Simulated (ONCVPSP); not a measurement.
Cutoff test, Sr (Z = 38), ONCV

| Quantity | Value |
| --- | --- |
| Element | Sr (Z = 38) |
| Generator | ONCVPSP 4.0.1 |
| Type | optimised norm-conserving Vanderbilt (ONCV) |
| Functional | PBE |
| Relativity | fully relativistic |
| Frozen core | [Ar] 3d10 |
| Valence charge | 10 |
| Reference configuration | 4s2 4p6 5s1.5 5p0.5 |
| Partial waves | 4s+5s: rc 2.60 bohr, ncon 4, nbas 7, qcut 4.4 1/bohr, 2 projectors; 4p+5p: rc 2.85 bohr, ncon 3, nbas 6, qcut 5.1 1/bohr, 2 projectors; d scattering state at 0.05 Ha: rc 2.95 bohr, ncon 3, nbas 6, qcut 3.7 1/bohr, 2 projectors, debl 3.1 Ha |
| Local potential | polynomial inside 2.05 bohr (lpopt 5, dvloc0 2 Ha) |
| Core correction | none |

Open shells are filled in proportion to 2j + 1.

In the d channel the program set the typed energies aside and used -0.063, 3.037 Ha (j = l + 1/2; the other j can differ).

For each optimised wave give the share of its norm inside rc, the residual kinetic energy above qcut (Ha) and the cutoffs (Ha) for errors of 10, 1, 0.1 and 0.01 mHa per electron.

```tsv
wave	norm inside rc	residual KE	10 mHa	1 mHa	0.1 mHa	0.01 mHa
4s	0.983	1.7e-06	2.8	3.8	5.9	8.4
5s	0.106	9.0e-06	2.2	3.6	7.5	9.7
4p j=3/2	0.966	6.2e-08	5.7	7.6	9.2	10.5
5p j=3/2	0.046	1.0e-08	3.5	5.7	7.5	9.0
4p j=1/2	0.971	9.3e-08	5.9	7.8	9.3	10.7
5p j=1/2	0.050	1.6e-08	3.7	5.9	7.8	9.3
d projector 1 j=5/2	0.495	1.8e-04	4.5	5.8	8.4	21.4
d projector 2 j=5/2	0.153	3.3e-02	9.4	21.2	37.9	78.1
d projector 1 j=3/2	0.505	1.9e-04	4.5	5.9	8.7	21.7
d projector 2 j=3/2	0.154	3.4e-02	9.7	21.3	38.1	79.4
```

The occupied waves need 7.8 Ha and 9.3 Ha for 1 and 0.1 mHa. The cutoffs count occupied waves only; projector 2 of the d channel, the hardest unoccupied one, needs 21 Ha at the loose tolerance.
